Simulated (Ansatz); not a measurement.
Frontier orbitals of `C[N]=[W](=[N]C)([N](C)C)[N](C)C`.

Charge 0, multiplicity 1. Correlated methods include outer-core shells of W, which these sets cover unevenly. W: def2 effective core potential. All single points use the PBE0-D4/def2-TZVP geometry. It is one conformer, not always the lowest. Basis def2-TZVPP, Ansatz 0.2.0.

Orbital energies of one run (eV). Highest occupied ones, from the top: -5.10, -5.92, -6.10, -6.23, -7.18, -7.44, -9.04, -9.13, -9.58, -9.61, -10.16, -10.17, -10.66, -11.18. Empty: -0.25, -0.17, 0.34, 0.46, 0.85, 1.09.

Task: Which functional gave them?
A. LDA (SPW92)
B. r2SCAN0
C. r2SCANh
D. PBE

Result: C. HOMO energies: r2SCANh -5.10, LDA (SPW92) -4.58, PBE -4.47, r2SCAN0 -5.77 eV.
